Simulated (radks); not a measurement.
Q: These are the eigenvalues of the occupied orbitals of an atom or ion with whole-number occupations (eV). All-electron calculation, Dirac Kohn-Sham, PBE, spin-unpolarised, spherical densities, finite nucleus; Fermi nuclear charge, rms radius of each element as measured or else 0.836 A^(1/3) + 0.57 fm. Program: a radial shooting solver on a logarithmic mesh with Libxc functionals.

1s1/2: -78341.31
2s1/2: -13809.76
2p1/2: -13242.48
2p3/2: -11513.63
3s1/2: -3296.132
3p1/2: -3040.626
3p3/2: -2660.562
3d3/2: -2233.768
3d5/2: -2151.837
4s1/2: -762.0465
4p1/2: -653.4661
4p3/2: -562.9414
4d3/2: -384.7786
4d5/2: -367.9371
5s1/2: -168.7433
4f5/2: -140.2934
4f7/2: -136.8268
5p1/2: -133.5184
5p3/2: -117.7891
5d3/2: -68.7067
5d5/2: -66.7737

Which element is it, and in what charge state? The configuration may be excited. Open shells, if any, are shared by 2j + 1.

A: Z = 78, platinum, charge +5: Pt5+ in [Xe] 4f14 5d5. The list shows which subshells hold electrons but not how many an open one holds; the 1s level, -2879 hartree, gives Z - s = 75.9 by -(Z - s)^2/2, which with screening and relativity narrows Z to a few neighbours, and the depths of the outer levels then fix element, charge and occupations together.
